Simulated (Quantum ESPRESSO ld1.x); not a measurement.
The mean radii <r> (bohr) of the occupied orbitals of an atom or ion are listed with their occupations. Calculated with ld1.x of Quantum ESPRESSO 7.5: Dirac Kohn-Sham, LDA (Slater exchange, VWN5 correlation), spin-unpolarised, spherical densities, point nucleus.

| orbital | occ. | <r> |
|---|---|---|
| 1s1/2 | 2 | 0.09714 |
| 2s1/2 | 2 | 0.4796 |
| 2p1/2 | 2 | 0.4399 |
| 2p3/2 | 4 | 0.4422 |
| 3s1/2 | 1 | 1.515 |
| 3p1/2 | 2 | 1.648 |

Name the element and its charge. Open shells, if any, fill j = l - 1/2 first.

Answer. Z = 16, sulfur, charge +3: S3+ in [Ne] 3s1 3p2. The 1s radius gives Z: for a bare nucleus <r> = (2 gamma + 1)/(2Z) with gamma = sqrt(1 - (Z/c)^2), 0.09332 bohr for Z = 16, and screening makes it slightly larger (0.09714 here). The occupations add up to 13, and the charge is Z minus that.
